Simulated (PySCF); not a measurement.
**Bond length, frequency and bond energy of GeH⁻ by level of theory**

State: ³Σ⁻ (triplet), unpaired electrons π ↑↑. Set-up: basis Ge def2-TZVPPD, H def2-TZVPPD; no relativity; PySCF 2.14. De refers to Ge⁻ + H in their high-spin ground configurations, without counterpoise correction. The functionals are run spin-unrestricted. A positive dipole points towards H; it is taken about the centre of mass and depends on that origin.

| Level | Re (Å) | ωe (cm⁻¹) | De (eV) | μ (D) |
| --- | --- | --- | --- | --- |
| UHF | 1.628 | 1740 | n/a | -0.49 |
| UHF-MP2 | 1.612 | 1755 | n/a | n/a |
| UHF-SCS-MP2 | 1.621 | 1721 | n/a | n/a |
| UHF-CCSD | 1.626 | 1699 | n/a | n/a |
| UHF-CCSD(T) | 1.628 | 1687 | n/a | n/a |
| PBE | 1.652 | 1614 | n/a | -0.85 |
| PW91 | 1.648 | 1620 | n/a | -0.86 |
| BP86 | 1.651 | 1610 | n/a | -0.88 |
| r²SCAN | 1.628 | 1696 | 2.98 | -0.67 |
| r²SCANh | 1.625 | 1713 | 2.97 | -0.65 |
| PBE0 | 1.635 | 1688 | n/a | -0.70 |
| r²SCAN0 | 1.620 | 1736 | 2.94 | -0.62 |
| ωB97X-V | 1.628 | 1719 | n/a | -0.60 |
| B2PLYP | 1.629 | 1692 | n/a | -0.69 |

Question: What does a quarter of exact exchange do here, going from PBE to PBE0?

Answer: PBE0 less PBE: -1.7 pm in Re, +4.6 % in ωe. Exact exchange removes part of the self-interaction that spreads semilocal densities, and in most molecules shortens and stiffens the bond and lowers De; so it does here.

Question: What does the step from GGA to meta-GGA do here, going from PBE to r²SCAN?

Answer: r²SCAN less PBE: -2.4 pm in Re, +5.1 % in ωe. 

Question: What does all correlation do here, going from UHF to UHF-CCSD(T)?

Answer: UHF-CCSD(T) less UHF: +0.0 pm in Re, -3.0 % in ωe. Correlation nearly always deepens the well. The bond length hardly moves.

Correlated steps freeze 9 core orbitals. Spin–orbit coupling is left out. For an ion De counts to the pair picked by the measured ionisation energies or electron affinities, which need not be the lowest pair at this level. The highest Kohn–Sham level is positive in this anion. Much of that is self-interaction error, but it also means that the finite basis helps to hold the extra electron. B2PLYP dipoles, levels and charges come from its SCF part alone. The state was picked by a PBE0 search and need not be the measured ground state.

The whole job (state search and all levels along the bond) took about 4.4 min on 1 thread of AMD EPYC 9R45 96-Core (shared host), peak memory 1.5 GiB.
